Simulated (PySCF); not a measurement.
## Sn (tin, neutral) across methods

[Kr] 4d10 5s1 5p3, high-spin 5S determinant (an excited configuration). All numbers are calculated (PySCF 2.14, no relativity, point nucleus, in dyall-av2z (22s16p12d, 130 functions)).

```tsv
method	E (hartree)	mean ε 4d β (eV)	mean ε 5s α (eV)	mean ε 5p α (eV)	Σ⟨r²⟩ (bohr²)	⟨S²⟩
UHF	-6022.84421	-37.819	-17.365	-8.516	64.16	6.004
PBE0	-6024.89	-30.554	-12.986	-6.006	63.39	6.002
PBE	-6024.71	-27.802	-11.313	-5.023	63.69	6.001
B97-3	-6024.90	-30.833	-12.934	-5.948	63.72	6.001
r2SCAN	-6025.27	-28.475	-11.960	-5.346	63.21	6.003
M06-2X	-6025.64	-33.319	-14.398	-6.826	63.00	6.001
TPSS	-6024.94	-27.864	-11.410	-5.054	63.54	6.002
```

(1) Estimate the same row for LDA.

A non-relativistic calculation at this Z misses sizeable relativistic shifts.

Results:

(1) E (hartree) = -6019.80; mean ε 4d β (eV) = -27.994; mean ε 5s α (eV) = -11.483; mean ε 5p α (eV) = -5.115; Σ⟨r²⟩ (bohr²) = 63.61; ⟨S²⟩ = 6.001.
